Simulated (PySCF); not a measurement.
Here is a job for PySCF.
```python
from pyscf import gto, scf, dft

mol = gto.Mole()
mol.atom = '''
    O     0.779187    0.898003    1.389818
    P    -0.013427   -0.036541    0.294026
    O     1.076143   -0.559310   -0.647213
    O    -0.930757   -1.314796   -0.921209
    O    -0.861013    1.150965   -0.325308
    H     1.632914    0.528250    1.609951
    H    -0.535649   -2.185923   -0.954313
    H    -1.404337    0.806897   -1.034718
'''
mol.basis = '3-21g'
mol.charge = 0
mol.spin = 2
mol.verbose = 4
mol.build()

mf = dft.UKS(mol)
mf.xc = 'blyp'
mf.kernel()
```

Q: What does this run give for the number of basis functions, total energy, Mulliken (on the basis functions themselves) charges in atom order, <S^2>, nuclear repulsion energy?

A: 
```yaml
number_of_basis_functions: 55
total_energy: -640.437158 Ha
Mulliken (on the basis functions themselves) charges in atom order: O1 -0.63, P2 1.23, O3 -0.55, O4 -0.49, O5 -0.65, H6 0.36, H7 0.35, H8 0.38
"<S^2>": 2.003
nuclear_repulsion_energy: 268.1420 Eh
```

These values belong to the state on which the SCF converged, which isn't shown to be the lowest.
